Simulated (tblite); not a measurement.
Problem. Give a GFN2-xTB geometry of InChI=1S/C4H13ClOSi2/c1-4(2)8(5,7)6-3/h4H,1-3,7H3/t8-/m0/s1.

Solution. 
Z-matrix in Å and degrees, rows numbered from 1:
```
C 
O   1  1.3982
Si  2  1.6303  1  128.03
Si  3  2.3156  2  112.17  1   -59.44
Cl  3  2.0547  2  107.03  1    62.00
C   3  1.9100  2  101.82  1   175.70
C   6  1.5257  3  110.76  2  -173.25
C   6  1.5266  3  111.03  2    64.14
H   1  1.0899  2  107.90  3  -173.98
H   1  1.0930  2  110.54  3    66.33
H   1  1.0922  2  110.63  3   -54.32
H   4  1.4647  3  112.62  2  -169.00
H   4  1.4685  3  113.05  2    69.56
H   4  1.4685  3  110.80  2   -49.18
H   6  1.0959  3  109.17  2   -54.57
H   7  1.0891  6  110.65  3   178.39
H   7  1.0874  6  110.95  3    58.22
H   7  1.0888  6  110.57  3   -61.91
H   8  1.0891  6  110.52  3  -178.24
H   8  1.0888  6  110.57  3    62.00
H   8  1.0866  6  110.51  3   -58.08
```

Si3 (chlorine-bound silicon) is distorted tetrahedral (angles from 101.8° to 116.2°). Si4 (SiH3 silicon) is distorted tetrahedral (angles from 105.9° to 113.0°). Of the pairs four or more bonds apart, Si4···H20 is among the closest relative to their van der Waals radii: 3.39 Å, 103 % of the sum of Bondi's values.

The geometry is computed with GFN2-xTB (gas phase).

Point group: C1 (no symmetry element, even within 0.4 Å). Its GFN2-xTB frequencies are all real (lowest 19 cm⁻¹). One conformer, not necessarily the lowest (C1–O2–Si3–Si4 -59°, O2–Si3–C6–C7 -173°). 3 starts were optimised and ended at 0.00, 0.36 and 0.97 kcal/mol (GFN2-xTB); the lowest of these is shown.
